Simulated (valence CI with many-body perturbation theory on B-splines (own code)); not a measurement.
Tl39+: key properties

Level of theory: relativistic CI+MBPT: six valence electrons over a frozen Dirac-Fock core [Kr], a basis of 7 s, 7 p, 8 d, 6 f, 4 g, 1 h functions for each j, with the one-electron correlation potential Σ1 (screened to all orders), the two-electron term Σ2, the three-electron term Σ3, Breit, model QED; selected single and double excitations, second order for the rest, scaled by the run's own slope (own B-spline code, finite nucleus).

The last digits are not significant, and no measured levels were compared; by estimate large intervals hold to a few tenths of a per cent, small ones and those within an open d or f shell to about a per cent. Core correlation moves these levels by up to 11000 cm⁻¹, and in measured spectra 5 to 20 % of such shifts remained as error; rates that hang on mixing are uncertain with them. Among the levels kept, up to 720 cm⁻¹ of a level comes from second order outside the variational space, and about a tenth of that is noise between levels of different J, which matters for small intervals. Only levels of the ground parity were solved; by the run's estimate the other parity begins above the list, which can be wrong where configurations are misplaced.

Levels are named by their leading jj configuration (3d3/2^4 stands for four electrons in 3d with j = 3/2), which in mixed levels can hold well under half, so a name can repeat and another be missing.

Rates and lifetimes use the calculated energies. Strong lines usually hold to 10 to 20 %, long lifetimes can be off by a factor of two.

Q: What is the ground level?

A: (4d3/2^4 4d5/2^2) J=4, composition 40 % 4d6 3F + 31 % 4d6 5D + 14 % 4d6 1G, g = 1.249.

Q: What is the ionisation energy?

A: 1863.3 eV; NIST lists 1862 ± 4 eV (theoretical).

Q: Name the longest-lived excited levels whose lifetime is computed, and their main decay.

A: (4d3/2^4 4d5/2^2) J=2 at 25165 cm⁻¹ lives 218 s, mostly by E2 to (4d3/2^4 4d5/2^2) J=4; (4d3/2^4 4d5/2^2) J=0 at 86760 cm⁻¹ lives 687 ms, mostly by E2 to (4d3/2^4 4d5/2^2) J=2; (4d3/2^3 4d5/2^3) J=6 at 240690 cm⁻¹ lives 109 ms, mostly by E2 to (4d3/2^4 4d5/2^2) J=4.

Q: How well does LS coupling describe the low levels?

A: Among the lowest 20 levels the leading LS term, summed over configurations, holds 51 % on average. For single configurations the figures are 51 % in LS and 96 % in jj coupling. Terms mix most in the J = 3 level at 459600 cm⁻¹, where the leading one holds 30 %.
